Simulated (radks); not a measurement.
Problem. The mean radii <r> (bohr) of the occupied orbitals of an atom or ion are listed with their occupations. All-electron calculation, Dirac Kohn-Sham, PBE, spin-unpolarised, spherical densities, point nucleus. Program: a radial shooting solver on a logarithmic mesh with Libxc functionals.

| orbital | occ. | <r> |
|---|---|---|
| 1s1/2 | 2 | 0.02001 |
| 2s1/2 | 2 | 0.08429 |
| 2p1/2 | 2 | 0.07007 |
| 2p3/2 | 4 | 0.07746 |
| 3s1/2 | 2 | 0.2204 |
| 3p1/2 | 2 | 0.2102 |
| 3p3/2 | 4 | 0.2241 |
| 3d3/2 | 4 | 0.1972 |
| 3d5/2 | 6 | 0.2015 |
| 4s1/2 | 2 | 0.4941 |
| 4p1/2 | 2 | 0.5013 |
| 4p3/2 | 4 | 0.5314 |
| 4d3/2 | 4 | 0.5510 |
| 4d5/2 | 6 | 0.5609 |
| 5s1/2 | 2 | 1.057 |
| 4f5/2 | 3.85714 | 0.6182 |
| 4f7/2 | 5.14286 | 0.6236 |

Name the element and its charge. Open shells, if any, are shared by 2j + 1.

Solution. Z = 69, thulium, charge +12: Tm12+ in [Kr] 4d10 4f9 5s2. The 1s radius gives Z: for a bare nucleus <r> = (2 gamma + 1)/(2Z) with gamma = sqrt(1 - (Z/c)^2), 0.01977 bohr for Z = 69, and screening makes it slightly larger (0.02001 here). The occupations add up to 57, and the charge is Z minus that.
